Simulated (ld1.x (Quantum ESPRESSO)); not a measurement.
**What one change does to a pseudopotential (Br (Z = 35), TM)**

Br (Z = 35), norm-conserving Troullier–Martins (Kleinman–Bylander form), made with ld1.x (Quantum ESPRESSO) 7.5 (LDA (PZ), scalar-relativistic). Core [Ar] 3d10, reference 4s2 4p5. Waves: 4s (bound): rc 1.25 bohr; 4p (bound): rc 1.40 bohr; 4d channel at 0.05 Ry: rc 1.40 bohr. Local part: all-electron potential smoothed inside 1.00 bohr (lloc = -2). Core correction: Bessel-smoothed model core inside 1.20 bohr.

All-electron outer shells of the reference configuration (LDA (PZ), scalar-relativistic, ld1.x):

```json
{"shell": "3p", "level (eV)": "-173.21", "outermost node (bohr)": "0.21", "outermost maximum (bohr)": "0.48"}
{"shell": "3d", "level (eV)": "-67.00", "outermost node (bohr)": "–", "outermost maximum (bohr)": "0.43"}
{"shell": "4s", "level (eV)": "-20.32", "outermost node (bohr)": "0.67", "outermost maximum (bohr)": "1.41"}
{"shell": "4p", "level (eV)": "-8.01", "outermost node (bohr)": "0.70", "outermost maximum (bohr)": "1.66"}
```

Change: all radii but the core radius scaled by about 1.31 (s 1.64, p 1.84, d 1.84 bohr); local potential all-electron potential smoothed inside 1.32 bohr (lloc = -2).

Cutoffs: the cutoffs (Ry, on a coarse ladder) from which the occupation-weighted sum of valence levels, in a spherical-Bessel basis at the reference potential, stays within 10 and 1 mRy of its value at 400 Ry; they do not see the model core or the augmentation charge, which bear on the density cutoff. Errors are all-electron minus pseudo energies relative to the spin-unpolarised reference configuration.

How do hardness, ghosts and transferability respond?

The potential gets softer (50 Ry and 110 Ry → 40 Ry and 60 Ry); of the 9 tests that both files solve, the error grows in 2 and shrinks in 5 by more than 15 % and 0.3 meV (median size 2.7 → 4.3 meV); neither file shows a bound ghost. A larger radius leaves more room for a smooth pseudo-wave, so fewer plane waves are needed.

```tsv
quantity	base	changed
cutoff, loose	50 Ry	40 Ry
cutoff, tight	110 Ry	60 Ry
loose cutoff by channel (10 mRy a level)	s 40 Ry, p 10 Ry	s 21 Ry, p 10 Ry
bound ghosts	none	none
error for 4s2 4p4, meV [ΔE 12.71 eV]	+2.4	+0.4
error for 4s2 4p3, meV [ΔE 35.65 eV]	+18	+5.3
error for 4s2 4p2, meV [ΔE 69.87 eV]	+52	+9.8
error for 4s2 4p4.5, meV [ΔE 5.15 eV]	+0.1	-0.4
error for 4s2 4p1, meV [ΔE 116.22 eV]	+109	-4.3
error for 4s2 4p5.3, meV [ΔE -2.01 eV]	+0.6	+0.5
error for 4s1 4p6, meV [ΔE 12.42 eV]	-2.7	-4.6
error for 4s2 4p5 (spin-polarised), meV [ΔE -0.15 eV]	+1.2	+1.0
error for 4s2 4p4 (spin-polarised), meV [ΔE 12.00 eV]	+7.5	+4.4
```
